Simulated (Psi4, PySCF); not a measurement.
Input for Psi4:
```
memory 2 GB

molecule {
1 1
  Sc    0.40621830   -0.00029416    0.42871085
  Cl    1.19503248    0.37581167   -1.63460469
  Cl   -1.69683156   -0.37544829    1.10502071
}

set basis 6-31g*
set scf_type pk
set puream true
set d_convergence 1e-8
set dft_radial_points 99
set dft_spherical_points 590

energy('wb97x-v')
print_variables()
```

Convert this to an input for PySCF.

One answer among several that fit: 
```python
from pyscf import gto, scf, dft

mol = gto.M(
    atom='''
Sc    0.40621830   -0.00029416    0.42871085
Cl    1.19503248    0.37581167   -1.63460469
Cl   -1.69683156   -0.37544829    1.10502071
''',
    basis='6-31g*',
    charge=1,
    verbose=3,
)

mf = dft.RKS(mol)
mf.xc = 'wb97x_v'
mf.grids.atom_grid = (99, 590)
mf.grids.prune = None
mf.kernel()
```

Both were run: Psi4 gave -1680.615107 Eh and PySCF -1680.615114 Eh, 0.007 mEh apart.
